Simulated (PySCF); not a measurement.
A structure optimised at r2SCAN-D4/def2-SVP, used in a PySCF frequency run:

```xyz
6

F     -1.2540    -0.8121    -1.0430
Si    -0.2270     0.1049    -0.2221
F     -0.5062     1.6318    -0.6347
S      1.7094    -0.5277    -0.7526
Cl    -0.6250    -0.0415     1.7710
H      2.2950     0.3009     0.1426
```
Charge 0, spin multiplicity 1.

Task: Write its SMILES and formula.

Result: F[Si](F)(S)Cl, ClF2HSSi

Task: What are its rotational constants (standard atomic weights)?

Result: 2.8851, 1.8729, 1.6001 GHz
